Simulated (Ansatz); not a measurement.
Basis-set series for CH2OSTe, SMILES `O=C(S)[TeH]`. The species carries charge 0 and has multiplicity 1. Te takes the def2 core potential. All single points use the PBE0-D4/def2-TZVP geometry. It is one conformer, not always the lowest.

| atom | x (Å) | y (Å) | z (Å) |
| --- | --- | --- | --- |
| O1 | -0.314 | -1.427 | -0.871 |
| C2 | -0.316 | -0.463 | -0.178 |
| S3 | -1.734 | -0.046 | 0.810 |
| Te4 | 1.360 | 0.891 | -0.020 |
| H5 | -1.218 | 1.068 | 1.356 |
| H6 | 2.222 | -0.022 | -1.097 |

```tsv
functional	basis	functions	energy (Eh)	HOMO (eV)	LUMO (eV)
PBE0-D4	def2-SVP	82	-780.26450	-6.85	-1.63
PBE0-D4	def2-TZVPP	182	-780.55078	-6.96	-1.80
ωB97M-V	def2-SVP	82	-780.42173	-8.89	0.36
ωB97M-V	def2-TZVPP	182	-780.71138	-9.03	0.10
```

Q: Give the rows for def2-QZVPP. (Best estimate.)

A: Ansatz gave: 
| functional | basis | functions | energy (Eh) | HOMO (eV) | LUMO (eV) |
| --- | --- | --- | --- | --- | --- |
| PBE0-D4 | def2-QZVPP | 326 | -780.57112 | -6.98 | -1.84 |
| ωB97M-V | def2-QZVPP | 326 | -780.73104 | -9.06 | 0.04 |

Positive LUMOs are unbound and depend on the basis.
